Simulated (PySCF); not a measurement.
Atom-mapped SMILES (the numbers label the heavy atoms): `[CH2:1]=[CH:2][C:3](=[CH2:4])[C:5]1=[CH:6][CH:7]=[O+:8][BH2-:9][O:10]1`. Hydrogens are named by the atom that carries them. Ha(C4) is cis to C2; Ha(C1) is cis to C3; Hb(C4) is trans to C2; Hb(C1) is trans to C3.

- PBE0-D3(BJ)/def2-SVP structure
- GIAO B3LYP/pcSseg-1 shieldings
- run in PySCF
- fast rotation and ring inversion assumed for equivalent nuclei, single conformer, no relativistic terms, in vacuum

Shifts are taken against calculated references (same method and geometry level): 13C (σref 179.24) and 1H (σref 31.38) against TMS; H2O for 17O (σref 334.04); 11B (σref 97.83) vs BF3·OEt2.

```tsv
atoms	nucleus	count	δ (ppm)
C5	13C	1	?
H(C2)	1H	1	6.50
C4	13C	1	?
H(C7)	1H	1	7.75
Hb(C1)	1H	1	?
H(C6)	1H	1	5.74
C7	13C	1	186.9
Hb(C4)	1H	1	6.47
Ha(C1)	1H	1	5.70
C2	13C	1	143.0
C1	13C	1	127.4
H(B9)	1H	2	?
C3	13C	1	150.8
O10	17O	1	271.1
O8	17O	1	286.0
C6	13C	1	107.3
Ha(C4)	1H	1	?
B9	11B	1	?
```

Q: Complete the table.

A: 
- C5: 189.0 ppm, alkene carbon bearing oxygen; an sp2 carbon further deshielded by the attached heteroatom
- C4: 141.3 ppm, terminal =CH2 carbon; the olefinic region
- Ha(C4): 5.83 ppm, hydrogen on a terminal =CH2 carbon; attached to an sp2 carbon and in the plane of the double bond
- Hb(C1): 5.59 ppm, hydrogen on a terminal =CH2 carbon; attached to an sp2 carbon and in the plane of the double bond
- H(B9): 3.75 ppm, hydrogen on a boron bonded to 2 O, in a 6-membered ring
- B9: 0.3 ppm, boron bonded to 2 O, 2 H, in a 6-membered ring

Hydrogens on boron are broadened and split by 11B (spin 3/2, 80 %) and 10B (spin 3). Shifts are as computed. Against solution values, carbons near 30 ppm lie about +2 ppm off and those near 130 ppm about +6 ppm. Of 1211 compounds with measured shifts, 218 miss one by over three times the rms of a fit or turn the order of signals round; such compounds aren't used in these exercises. Unscaled 17O shifts of doubly bonded oxygen tend to come out too high, by tens of ppm or more. Experimental scales use liquid or dissolved standards, which lie at an offset from isolated H2O (liquid H2O: subtract about 36 ppm).
